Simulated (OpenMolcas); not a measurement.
Mo4+ (d2) in a complex was computed by SS-CASPT2, IPEA 0.25 Eh, imaginary shift 0.1 Eh with the d shell active (OpenMolcas, ANO-RCC-VTZP on the metal). Its lowest spin-free states, and all those of the highest spin:

```
2S+1  Degeneracy  E (cm-1)
   3           1         0
   1           2      3940
   3           3      4740
   1           1      7700
   1           3      7810
   3           3      7850
   1           3      9300
   3           3     12930
   1           2     13760
   1           3     14580
   1           1     21200
```

Q: Is the site octahedral, tetrahedral or cube-like, axial, or of lower symmetry?

A: The states with 2S+1 = 3 have orbital degeneracies 1, 3, 3, 3. Threefold states need a cubic site. For d2 at this spin an octahedron puts the threefold T1 below the threefold T2 and a tetrahedron or cube puts the single A2 below the threefold T2, so the site is a tetrahedron or a cube, which this pattern cannot tell apart. The first gap at this spin, 4740 cm-1, is |10Dq| in ligand-field theory. The run had Mo4+ with 4 ligands (sulfide) in tetrahedral coordination (Td) at 2.3 Å. A charge of +1 e stands 2.4 Å behind each ligand. Ligand basis ANO-RCC-VDZP.

Roots that are degenerate in the reference are averaged as groups; the widest CASPT2 spread within a group is 650 cm-1 (the 3-fold group of multiplicity 1 near 7810 cm-1 above the lowest state of its run). Shifts and gaps below about the spread of the groups concerned are not significant. Over all roots computed the reference weight is 0.63 to 0.65; a low but even weight reflects the number of correlated electrons. The least metal-like active orbital is 66 % on the metal (Löwdin) and no ligand orbital is active, so the numbers are rough. The sulfide ions are held by bare point charges, a crude embedding. Ligand-to-metal charge-transfer states are missing. With no ligand orbital active B as a rule stays too high, so bands that hang on it stand too high and its fall with covalency is understated. With one d shell and no ligand orbital active, 10Dq can be off by a tenth or more. No measured value stands beside these numbers; the geometry is a model, was not optimised and need not be the one that this ion takes.
